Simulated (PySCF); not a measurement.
## Zinc: a sound run and one with changed settings

Sound run: Zn [Ar] 3d10 4s2, Zn⁺ [Ar] 3d10 4s1. All numbers are calculated (PySCF 2.14, the non-relativistic Hamiltonian (point nucleus), in 6-31G* (5s4p2d1f, 34 functions)). The sound run starts from symmetry-adapted Hartree-Fock orbitals and uses a fine grid where one is needed.

A second run was set up differently.

| species | method | sound run (hartree) | changed run (hartree) | converged |
| --- | --- | --- | --- | --- |
| Zn | UHF | -1777.48110 | -1777.48110 | yes |
| Zn | TPSS | -1779.02482 | -1779.10812 | yes |
| Zn | M06-L | -1778.96326 | -1779.00251 | yes |
| Zn⁺ | UHF | -1777.20913 | -1777.20913 | yes |
| Zn⁺ | TPSS | -1778.70977 | -1778.79364 | yes |
| Zn⁺ | M06-L | -1778.65268 | -1778.69800 | yes |

Ionisation energy of Zn:

```tsv
method	sound run (eV)	changed run (eV)
UHF	7.401	7.401
TPSS	8.573	8.557
M06-L	8.451	8.286
```

Q: What was changed?
A. radial grid too coarse
B. all electrons correlated in a valence basis
C. basis contracted for another Hamiltonian
D. level shift left on

A: A. It used radial step 0.5 in ln r (0.13 in the sound run). A coarse radial grid mis-integrates the density and the exchange-correlation energy, with errors of either sign; Hartree-Fock needs no grid.
